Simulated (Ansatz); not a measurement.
Cl₃HSn (`[Cl][SnH]([Cl])[Cl]`). Total charge 0; spin multiplicity 1. Correlated methods include outer-core shells of Sn, which these sets cover unevenly. Sn takes the def2 core potential.

Cartesian coordinates in Å:
```
Cl 1.3599 0.2593 -1.7666
Sn -0.0056 -0.1626 0.0354
Cl -2.0919 0.6604 -0.4744
Cl 0.8007 1.0574 1.8106
H -0.0630 -1.8146 0.3950
```

Task: Give the diagnostics of a CCSD(T)/def2-TZVPP run (frozen core, Ansatz). (Best estimate.)

Result: Ansatz gave: T1 = 0.0109, largest single amplitude 0.038, largest double 0.023, (T) share of the correlation energy 3.8 %, 8 CCSD cycles. The RHF solution is stable towards an unrestricted one. T1 lies under the customary mark of 0.02 for closed shells.
